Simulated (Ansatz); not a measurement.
Total energies of C2H4Cl2Si (`C=C[SiH](Cl)Cl`).

```xyz
9

C    -1.0368   -0.9843   -0.6965
C    -0.6495   -0.2194    0.3204
Si    0.9444    0.6962    0.2531
Cl    0.6192    2.7098    0.4269
Cl    2.1646    0.1197    1.7923
H    -0.4322   -1.0942   -1.5929
H    -1.9726   -1.5352   -0.6818
H    -1.2827   -0.1352    1.2006
H     1.6456    0.4426   -1.0220
```

Total charge 0; spin multiplicity 1. All single points use the PBE0-D4/def2-TZVP geometry. It is one conformer, not always the lowest. Basis def2-TZVPP, the Gaussian-basis code of Ansatz.

RPA on PBE orbitals: Hartree–Fock energy of these orbitals -1286.10091 Eh, correlation -1.36291 Eh (frozen core).

```csv
functional,energy without D4 (Eh),D4 term (kJ/mol)
LDA (SPW92),-1283.79151,–
PBE,-1288.02978,-24.9
revPBE,-1288.40967,-68.7
BLYP,-1288.61540,-53.9
r2SCAN,-1288.53205,-6.0
B97M-V,-1288.35942,–
B3LYP,-1288.71876,-40.5
HSE06 (plane-wave form),-1288.11754,-20.0
CAM-B3LYP,-1288.65357,-21.9
LC-ωPBE,-1288.26631,–
ωB97X-V,-1288.46192,–
ωB97M-V,-1288.56551,–
B2PLYP,-1288.21524,–
PBE-QIDH,-1287.88258,–
```

Question: Give the same for PBE0, r2SCANh, r2SCAN0, BHLYP. (Estimate.)

Answer: Ansatz gave: 
| functional | energy without D4 (Eh) | D4 term (kJ/mol) |
| --- | --- | --- |
| PBE0 | -1288.14413 | -21.3 |
| r2SCANh | -1288.52468 | -6.5 |
| r2SCAN0 | -1288.51467 | -7.2 |
| BHLYP | -1288.61932 | -32.9 |

B3LYP takes the VWN-RPA correlation (the form of Gaussian; ORCA's B3LYP/G). HSE06 is the plane-wave form, built on full-range PBE exchange. The double hybrids freeze the cores in their second-order part.

LC-ωPBE has ω = 0.4 bohr⁻¹.
